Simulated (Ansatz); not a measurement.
Anthraquinone (C14H8O2). Charge 0, multiplicity 1. Geometry PBE-D4/def2-SVP.

```xyz
24

O    -0.5997   -1.6598   -2.0698
C    -0.3283   -0.9084   -1.1326
C    -1.0075    0.4129   -0.9702
C    -1.9771    0.7982   -1.9149
C    -2.6307    2.0294   -1.7905
C    -2.3207    2.8884   -0.7186
C    -1.3580    2.5135    0.2254
C    -0.6956    1.2772    0.1084
C     0.3270    0.9076    1.1336
O     0.5978    1.6586    2.0713
C     1.0068   -0.4133    0.9708
C     1.9769   -0.7983    1.9150
C     2.6314   -2.0290    1.7900
C     2.3216   -2.8879    0.7179
C     1.3583   -2.5134   -0.2256
C     0.6950   -1.2776   -0.1079
H    -2.1951    0.1035   -2.7396
H    -3.3884    2.3273   -2.5312
H    -2.8366    3.8561   -0.6238
H    -1.0919    3.1604    1.0746
H     2.1947   -0.1037    2.7399
H     3.3895   -2.3266    2.5304
H     2.8382   -3.8551    0.6226
H     1.0923   -3.1601   -1.0749
```

B3LYP takes the VWN-RPA correlation. The restricted singlet is unstable towards broken spin symmetry in Hartree–Fock (as tested in another run); at HF/STO-3G this wasn't settled.

Q: Estimate the orbital energies around the gap (eV) in Ansatz with HF/STO-3G, PBE-D4/def2-SVP, B3LYP-D4/6-31G, PBE0-D4/def2-SVP, PBE0-D4/def2-TZVP.

A: 
| orbital | HF/STO-3G | PBE-D4/def2-SVP | B3LYP-D4/6-31G | PBE0-D4/def2-SVP | PBE0-D4/def2-TZVP |
| --- | --- | --- | --- | --- | --- |
| HOMO−9 | -12.46 | -8.83 | -10.12 | -10.47 | -10.46 |
| HOMO−8 | -12.34 | -8.82 | -10.09 | -10.43 | -10.42 |
| HOMO−7 | -11.70 | -8.79 | -9.78 | -10.24 | -10.26 |
| HOMO−6 | -11.18 | -8.51 | -9.74 | -10.12 | -10.11 |
| HOMO−5 | -9.45 | -6.96 | -7.59 | -8.03 | -8.07 |
| HOMO−4 | -8.76 | -6.83 | -7.45 | -7.92 | -7.97 |
| HOMO−3 | -7.91 | -6.75 | -7.43 | -7.86 | -7.87 |
| HOMO−2 | -7.77 | -6.69 | -7.35 | -7.76 | -7.77 |
| HOMO−1 | -7.66 | -6.12 | -7.33 | -7.74 | -7.75 |
| HOMO | -7.35 | -5.84 | -7.10 | -7.57 | -7.62 |
| LUMO | 4.10 | -3.69 | -2.94 | -2.99 | -3.06 |
| LUMO+1 | 5.86 | -2.59 | -1.63 | -1.76 | -1.90 |
| LUMO+2 | 6.65 | -1.71 | -0.67 | -0.85 | -0.94 |
| LUMO+3 | 7.00 | -1.45 | -0.38 | -0.52 | -0.61 |
| LUMO+4 | 9.84 | 0.11 | 1.33 | 1.31 | 1.14 |
| LUMO+5 | 10.01 | 0.23 | 1.37 | 1.43 | 1.30 |
